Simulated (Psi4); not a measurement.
Level of theory: SAPT0/jun-cc-pVDZ, frozen core in Psi4 1.11.

Psi4 input:

```
molecule {
0 1
B -1.10038179 -0.91263505 -0.23194394
N -1.30499822 0.49830468 -0.15834894
B -0.24397001 1.42604097 0.06861958
N 1.06815782 0.88593175 0.22521824
B 1.34429278 -0.51335306 0.16334256
N 0.23686315 -1.38441040 -0.06683513
H -2.00648012 -1.66391533 -0.42292332
H -2.23953072 0.85516729 -0.27191880
H -0.44479903 2.60011671 0.12488010
H 1.83314627 1.52028353 0.38646523
H 2.45120254 -0.93589669 0.29800873
H 0.40649733 -2.37563440 -0.11456432
--
0 1
B 0.65435239 -1.56135126 -2.44412928
H 1.73856669 -1.98158821 -2.19449218
H -0.26897956 -2.30689488 -2.52197748
H 0.49346389 -0.39556683 -2.61589020
units angstrom
symmetry c1
no_reorient
no_com
}
set basis jun-cc-pvdz
set scf_type df
set freeze_core true
energy('sapt0')
```

Part of the output:

```
    SAPT Results
  --------------------------------------------------------------------------------------------------------
    Electrostatics                -19.26250986 [mEh]     -12.08740742 [kcal/mol]     -50.57371266 [kJ/mol]
      Elst10,r                    -19.26250986 [mEh]     -12.08740742 [kcal/mol]     -50.57371266 [kJ/mol]

    Exchange                       34.77641748 [mEh]      21.82253143 [kcal/mol]      91.30547152 [kJ/mol]
      Exch10                       34.77641748 [mEh]      21.82253143 [kcal/mol]      91.30547152 [kJ/mol]
      Exch10(S^2)                  34.24500792 [mEh]      21.48906690 [kcal/mol]      89.91025591 [kJ/mol]

    Induction                     -11.19447525 [mEh]      -7.02463928 [kcal/mol]     -29.39109073 [kJ/mol]
      Ind20,r                     -17.36625270 [mEh]     -10.89748809 [kcal/mol]     -45.59509018 [kJ/mol]
      Exch-Ind20,r                 12.67675923 [mEh]       7.95478651 [kcal/mol]      33.28282677 [kJ/mol]
      delta HF,r (2)               -6.50498178 [mEh]      -4.08193769 [kcal/mol]     -17.07882732 [kJ/mol]

    Dispersion                    -10.78395959 [mEh]      -6.76703681 [kcal/mol]     -28.31328200 [kJ/mol]
      Disp20                      -12.92544761 [mEh]      -8.11084083 [kcal/mol]     -33.93575801 [kJ/mol]
      Exch-Disp20                   2.14148802 [mEh]       1.34380402 [kcal/mol]       5.62247601 [kJ/mol]
      Disp20 (SS)                  -6.46272380 [mEh]      -4.05542041 [kcal/mol]     -16.96787901 [kJ/mol]
      Disp20 (OS)                  -6.46272380 [mEh]      -4.05542041 [kcal/mol]     -16.96787901 [kJ/mol]
      Exch-Disp20 (SS)              1.23533084 [mEh]       0.77518181 [kcal/mol]       3.24336068 [kJ/mol]
      Exch-Disp20 (OS)              0.90615718 [mEh]       0.56862221 [kcal/mol]       2.37911534 [kJ/mol]

  Total HF                          4.31943237 [mEh]       2.71048474 [kcal/mol]      11.34066813 [kJ/mol]
  Total SAPT0                      -6.46452722 [mEh]      -4.05655207 [kcal/mol]     -16.97261387 [kJ/mol]
```
